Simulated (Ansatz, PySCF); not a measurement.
Species: sum formula BN2H6, net charge 1, singlet state. It need not be the lowest isomer of its formula. 
Geometry from a B3LYP-D3(BJ)/def2-TZVP (Ansatz, a program for electronic structure) optimisation:
```
B
N 1 1.3611
H 2 1.0102 1 126.93
H 2 1.0111 3 112.45 1 180.00
H 1 1.1786 2 126.51 3 -180.00
N 1 1.5676 5 114.93 2 -180.00
H 6 1.0224 1 114.97 5 180.00
H 6 1.0247 7 107.45 1 -123.30
H 6 1.0247 7 107.45 8 -113.39
```
Charge +1, spin multiplicity 1.

Total electronic energies in hartree. Correlated levels leave the core frozen unless marked. Spin-orbit coupling is left out. No relativistic terms. CBS marks a two-point X^-3 extrapolation of the correlation energy; Hartree-Fock from the larger set.

```json
[
 {"level": "HF-D3(BJ)/def2-TZVPD", "program": "PySCF + dftd3", "energy (Eh)": "-137.02194"},
 {"level": "r2SCAN/def2-TZVPD", "program": "Ansatz", "energy (Eh)": "-137.75965"},
 {"level": "PBE0/def2-TZVP", "program": "Ansatz", "energy (Eh)": "-137.67586"},
 {"level": "PBE0/def2-TZVPD", "program": "Ansatz", "energy (Eh)": "-137.67636"},
 {"level": "BHLYP-D4/def2-TZVPD", "program": "Ansatz + dftd4", "energy (Eh)": "-137.77020"},
 {"level": "r2SCAN0-D4/def2-TZVPD", "program": "Ansatz + dftd4", "energy (Eh)": "-137.74657"},
 {"level": "CAM-B3LYP/def2-TZVPD", "program": "Ansatz", "energy (Eh)": "-137.77521"},
 {"level": "CCSD/STO-3G", "program": "Ansatz", "energy (Eh)": "-135.45235"},
 {"level": "CCSD(T)/CBS(cc-pVTZ,cc-pVQZ)", "program": "Ansatz", "energy (Eh)": "-137.6249"}
]
```

Totals of different functionals don't rank their quality; only differences between species are comparable.
